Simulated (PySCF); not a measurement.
Si(H)(OH) (H2OSi), SMILES [SiH]O (connectivity only; charge and spin as stated), neutral, multiplicity 1. Atoms are numbered in the order given.

```xyz
4

Si     0.1007     0.6300     0.0000
H     -1.4326     0.8430     0.0000
O      0.0962    -1.0225     0.0000
H     -0.7461    -1.4832     0.0000
```
Charge 0, spin multiplicity 1.

Geometry: PBE0-D3(BJ)/def2-TZVP.

Calculation: ωB97X/def2-TZVPD (PySCF).

Isolated molecule, no solvent.

```
Property                                                                                                        Value
---------------------------------------------------------------------------------------------  ----------------------
total energy                                                                                       -365.92027 hartree
point group                                                                                                        Cs
highest occupied level                                                                                       -8.98 eV
lowest empty level                                                                                            0.00 eV
orbital gap                                                                                                   8.98 eV
dipole moment                                                                                                  1.63 D
quadrupole, principal values (traceless, Buckingham form, about the centre of nuclear charge)   -4.01, 1.59, 2.42 D·Å
mean static polarisability                                                                       37.6 bohr³ (5.57 Å³)
polarisability, principal values                                                               34.0, 37.9, 40.9 bohr³
```
